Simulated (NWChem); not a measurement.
System: C₂H₅BFNO; SMILES C=C(F)B(N)O

Excerpt of the output:

```
             Northwest Computational Chemistry Package (NWChem) 7.3.0
             --------------------------------------------------------

 C1  symmetry detected

                             Geometry "geometry" -> ""
                             -------------------------

 Output coordinates in angstroms (scale by  1.889725989 to convert to a.u.)

  No.       Tag          Charge          X              Y              Z
 ---- ---------------- ---------- -------------- -------------- --------------
    1 C                    6.0000     1.28227782    -1.48980972     0.00256266
    2 C                    6.0000     0.14320496    -0.79824819    -0.00023562
    3 F                    9.0000    -1.03410057    -1.46721045    -0.00244833
    4 B                    5.0000    -0.01074603     0.77137920    -0.00024034
    5 N                    7.0000    -1.31142938     1.30156328     0.00235531
    6 O                    8.0000     1.14107242     1.50898900    -0.00238578
    7 H                    1.0000     1.29126360    -2.58281582     0.00302561
    8 H                    1.0000     2.22793945    -0.94614014     0.00429256
    9 H                    1.0000    -2.10944816     0.68014956     0.00357707
   10 H                    1.0000    -1.54894297     2.28342488     0.00272904
   11 H                    1.0000     0.99835303     2.45887206    -0.00175074

 Effective nuclear repulsion energy (a.u.)     218.7740158155

                                 NWChem DFT Module
                                 -----------------

 Summary of "ao basis" -> "ao basis" (spherical)
 ------------------------------------------------------------------------------
       Tag                 Description            Shells   Functions and Types
 ---------------- ------------------------------  ------  ---------------------
 C                           6-31g*                  6       14   3s2p1d
 F                           6-31g*                  6       14   3s2p1d
 B                           6-31g*                  6       14   3s2p1d
 N                           6-31g*                  6       14   3s2p1d
 O                           6-31g*                  6       14   3s2p1d
 H                           6-31g*                  2        2   2s

            General Information
            -------------------
          SCF calculation type: DFT
          Wavefunction type:  closed shell.
          No. of atoms     :    11
          No. of electrons :    46
           Alpha electrons :    23
            Beta electrons :    23
          Charge           :     0
          Spin multiplicity:     1
          Use of symmetry is: off; symmetry adaption is: off
          Maximum number of iterations: 150
          AO basis - number of functions:    94
                     number of shells:    46
          Convergence on energy requested:  1.00D-06
          Convergence on density requested:  1.00D-05
          Convergence on gradient requested:  5.00D-04

              XC Information
              --------------
                  TPSS hybrid Method XC Functional
                     Hartree-Fock (Exact) Exchange  0.100
                  TPSS metaGGA Exchange Functional  0.900
             TPSS03 metaGGA Correlation Functional  1.000

             Grid Information
             ----------------
          Grid used for XC integration:  medium
          Radial quadrature: Mura-Knowles
          Angular quadrature: Lebedev.
          Tag              B.-S. Rad. Rad. Pts. Rad. Cut. Ang. Pts.
          ---              ---------- --------- --------- ---------
          C                   0.70       49          11.0       434
          F                   0.50       49          11.0       434
          B                   0.85       49          10.0       434
          N                   0.65       49          11.0       434
          O                   0.60       49          10.0       434
          H                   0.35       45          12.0       434
          Grid pruning is: on
          Number of quadrature shells:   519
          Spatial weights used:  Erf1

      Superposition of Atomic Density Guess
      -------------------------------------

 Sum of atomic energies:        -330.75818199

      Non-variational initial energy
      ------------------------------

 Total energy =    -333.567368
 1-e energy   =    -886.396416
 2-e energy   =     334.055033
 HOMO         =      -0.289519
 LUMO         =       0.009379

     ---------------------------------------------
      Total Density - Mulliken Population Analysis
     ---------------------------------------------

    Atom       Charge   Shell Charges
 -----------   ------   -------------------------------------------------------
    1 C    6     6.65   2.00  0.74  2.02  0.64  1.23  0.03
    2 C    6     5.46   2.00  0.71  1.63  0.50  0.56  0.06
    3 F    9     9.48   2.00  0.94  3.39  1.02  2.12  0.01
    4 B    5     4.31   2.00  0.57  1.15  0.28  0.21  0.11
    5 N    7     8.09   2.00  0.81  2.67  0.81  1.80  0.01
    6 O    8     8.89   2.00  0.93  3.13  0.89  1.93  0.01
    7 H    1     0.77   0.46  0.32
    8 H    1     0.76   0.45  0.30
    9 H    1     0.56   0.41  0.15
   10 H    1     0.57   0.41  0.16
   11 H    1     0.46   0.36  0.11

   convergence    iter        energy       DeltaE   RMS-Dens  Diis-err
 ---------------- ----- ----------------- --------- --------- ---------
 d= 0,ls=0.0,diis     1   -333.8490386033 -5.53D+02  1.28D-02  8.47D-01
 d= 0,ls=0.0,diis     2   -333.8146018953  3.44D-02  7.22D-03  1.43D+00
 d= 0,ls=0.0,diis     3   -333.9488017041 -1.34D-01  1.88D-03  4.92D-02
 d= 0,ls=0.0,diis     4   -333.9524195386 -3.62D-03  9.11D-04  1.32D-02
 d= 0,ls=0.0,diis     5   -333.9540605138 -1.64D-03  2.28D-04  9.58D-04
  Resetting Diis
 d= 0,ls=0.0,diis     6   -333.9541636392 -1.03D-04  6.45D-05  9.48D-05
 d= 0,ls=0.0,diis     7   -333.9541736416 -1.00D-05  2.16D-05  2.30D-06
 d= 0,ls=0.0,diis     8   -333.9541733594  2.82D-07  1.38D-05  4.95D-06
 d= 0,ls=0.0,diis     9   -333.9541738720 -5.13D-07  2.21D-06  1.01D-07

         Total DFT energy =     -333.954173871990
      One electron energy =     -891.408684542278
           Coulomb energy =      381.558069115512
    Exchange-Corr. energy =      -42.877574260696
 Nuclear repulsion energy =      218.774015815472

 Numeric. integr. density =       46.000005078507

                       DFT Final Molecular Orbital Analysis
                       ------------------------------------

 Vector   21  Occ=2.000000D+00  E=-2.944389D-01
              MO Center= -1.0D-01, -5.8D-01, -7.5D-04, r^2= 2.6D+00
   Bfn.  Coefficient  Atom+Function         Bfn.  Coefficient  Atom+Function
  ----- ------------  ---------------      ----- ------------  ---------------
    32      0.391429   3 F  py               18     -0.323546   2 C  py
    36      0.280974   3 F  py               46      0.244384   4 B  py
    20     -0.189578   2 C  s                 6      0.181071   1 C  s
     3     -0.164842   1 C  px               48     -0.151156   4 B  s
     4      0.144250   1 C  py               31     -0.134006   3 F  px

 Vector   22  Occ=2.000000D+00  E=-2.522611D-01
              MO Center= -6.2D-01,  1.2D+00,  1.0D-03, r^2= 2.1D+00
   Bfn.  Coefficient  Atom+Function         Bfn.  Coefficient  Atom+Function
  ----- ------------  ---------------      ----- ------------  ---------------
    61      0.496683   5 N  pz               65      0.421688   5 N  pz
    75     -0.338083   6 O  pz               79     -0.266092   6 O  pz
    47      0.104860   4 B  pz               33     -0.095269   3 F  pz
    37     -0.069567   3 F  pz               19      0.064990   2 C  pz
     5      0.052789   1 C  pz               23      0.042955   2 C  pz

 Vector   23  Occ=2.000000D+00  E=-2.236439D-01
              MO Center=  4.6D-01, -1.0D+00,  9.9D-04, r^2= 2.3D+00
   Bfn.  Coefficient  Atom+Function         Bfn.  Coefficient  Atom+Function
  ----- ------------  ---------------      ----- ------------  ---------------
     5      0.398787   1 C  pz               19      0.341408   2 C  pz
     9      0.314867   1 C  pz               33     -0.274153   3 F  pz
    37     -0.215561   3 F  pz               23      0.183455   2 C  pz
    61     -0.163615   5 N  pz               65     -0.154895   5 N  pz
    75     -0.065816   6 O  pz               79     -0.052848   6 O  pz

 Vector   24  Occ=0.000000D+00  E=-7.524397D-03
              MO Center=  4.6D-01, -5.2D-01,  6.1D-04, r^2= 3.0D+00
   Bfn.  Coefficient  Atom+Function         Bfn.  Coefficient  Atom+Function
  ----- ------------  ---------------      ----- ------------  ---------------
     9      0.496530   1 C  pz                5      0.374518   1 C  pz
    23     -0.370495   2 C  pz               19     -0.331992   2 C  pz
    47     -0.296325   4 B  pz               51     -0.280764   4 B  pz
    65      0.232611   5 N  pz               61      0.191920   5 N  pz
    79      0.171060   6 O  pz               75      0.155087   6 O  pz

 Vector   25  Occ=0.000000D+00  E= 6.490446D-02
              MO Center= -4.8D-02,  2.3D+00,  2.4D-04, r^2= 3.9D+00
   Bfn.  Coefficient  Atom+Function         Bfn.  Coefficient  Atom+Function
  ----- ------------  ---------------      ----- ------------  ---------------
    94      1.063126  11 H  s                62     -0.910567   5 N  s
    92      0.800700  10 H  s                76     -0.743748   6 O  s
    90      0.494789   9 H  s                78     -0.385473   6 O  py
    48      0.268386   4 B  s                74     -0.227500   6 O  py
    64     -0.226280   5 N  py               63      0.215949   5 N  px

[...]
```

Level: TPSSh/6-31G* (spherical d). All runs use the structure optimised with PBE0/def2-SVP.

**Question.** Reconstruct the input file.

**Answer.** One answer among several that fit: the input that was run:
```
start job
memory heap 200 mb stack 900 mb global 1100 mb
geometry units angstroms noautoz
  C      1.273243    -1.489743     0.003114
  C      0.138032    -0.791860     0.000381
  F     -1.042975    -1.454267    -0.001392
  B     -0.007190     0.778599    -0.000012
  N     -1.304905     1.316007     0.002728
  O      1.148711     1.509793    -0.002610
  H      1.276152    -2.582782     0.003869
  H      2.221913    -0.951339     0.004489
  H     -2.106366     0.699040     0.004293
  H     -1.536956     2.299174     0.002890
  H      1.011275     2.460455    -0.002199
end
basis spherical
  * library 6-31g*
end
dft
  xc xctpssh
  iterations 150
  mulliken
end
task dft energy
```
